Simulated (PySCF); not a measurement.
Computed shifts of a molecule CH6Cl2OSi2, PBE/pcSseg-1 (PySCF), GIAO, gas phase, equivalent atoms averaged, in ppm (number of nuclei): ¹³C: 9.7 (1). ²⁹Si: 9.8 (1), -35.9 (1). ¹H: 5.46 (3), 0.97 (3). References: ¹³C against TMS (σ = 182.0 ppm); ²⁹Si against TMS (σ = 335.4 ppm); ³⁵Cl against HCl (σ = 936.5 ppm); ¹⁷O against H2O (σ = 334.3 ppm); ¹H against TMS (σ = 31.49 ppm), references at their B3LYP-D3(BJ)/def2-TZVP geometries, non-relativistic (without spin–orbit terms, shifts of atoms bonded to Cl or Br come out too high). Geometry: B3LYP-D3(BJ)/def2-SVP. One conformer was computed; it need not be the lowest.

Task: Which structure fits?
A. OC[SiH2][SiH](Cl)Cl
B. OC[Si]([SiH3])(Cl)Cl
C. C[Si](Cl)(Cl)O[SiH3]
D. O[Si](Cl)(Cl)C[SiH3]

Result: C, C[Si](Cl)(Cl)O[SiH3]
